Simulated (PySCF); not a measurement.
# SnBr₂ + 2 Cl₂ → SnCl₄ + Br₂

Level: PBE0 in the def2-TZVP basis family, computed in PySCF with density fitting; scalar-relativistic core potentials for atoms from Rb on, none lighter, no spin–orbit coupling; open shells unrestricted.

```csv
species,state and structure,E (Eh),ZPE (kJ/mol),H(298 K) − H(0) (kJ/mol),S° (J/(mol K))
SnBr₂,"singlet, C2v, Sn–Br 2.519 Å (×2); Br–Sn–Br 99.5°",-5362.14718,3.4,14.6,328.7
Cl₂,"singlet, D∞h, Cl–Cl 1.982 Å",-920.08940,3.5,9.1,222.5
SnCl₄,"singlet, Td, Sn–Cl 2.289 Å (×4)",-2054.74425,12.8,22.5,367.3
Br₂,"singlet, D∞h, Br–Br 2.281 Å",-5147.70672,2.0,9.7,244.8
```

Problem. What is the electronic reaction energy?

Solution. At PBE0/def2-TZVP, ΔE = -328.2 kJ/mol from the differences of the total energies times 2625.5, downhill. Chlorination of this kind underlies dry etching.

Problem. Add zero-point, thermal and entropy terms for 298.15 K and 1 bar.

Solution. ΔZPE = 4.4 and Δ[H(298) − H(0)] = -0.6 kJ/mol give ΔH° = -324.4 kJ/mol. ΔS° = -161.6 J/(mol K), so ΔG° = -324.4 − 298.15 × (-0.1616) = -276 kJ/mol. ΔG° would change sign near 2010 K if ΔH° and ΔS° stayed fixed.

Each species is the lowest minimum found with this bonding; other isomers or fragments can lie lower.
